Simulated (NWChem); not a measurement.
System: C₂H₆NO cation; SMILES NC(=[OH+])C

Here is an NWChem input.

```
start job
memory heap 200 mb stack 900 mb global 1100 mb
charge 1
geometry units angstroms noautoz
  C      0.148485    -1.408214     0.001206
  C     -0.005244     0.063343     0.000463
  N      1.012365     0.873986    -0.000274
  O     -1.171441     0.622377    -0.000023
  H     -0.351138    -1.826242     0.890503
  H      1.200043    -1.717626     0.006410
  H     -0.344691    -1.827209    -0.891154
  H      0.867454     1.883802    -0.001001
  H      1.965949     0.524764    -0.000322
  H     -1.906677    -0.010805     0.000761
end
basis spherical
  C library sto-3g
  N library sto-3g
  O library sto-3g
  H library sto-3g
end
dft
  xc b3lyp
  iterations 150
  mulliken
end
task dft energy
```

Structure relaxed at the PBE0/def2-SVP level. B3LYP is NWChem's, with the RPA form of VWN correlation.

**Question.** Give the results of this calculation. (B3LYP/STO-3G.) Quantities: basis functions; energy (Ha); highest occupied level (eV); orbital gap (eV).

**Answer.** 
```json
{
  "number_of_basis_functions": "26",
  "energy (Ha)": "-206.86",
  "highest occupied level (eV)": "-13.37",
  "orbital gap (eV)": "8.18"
}
```
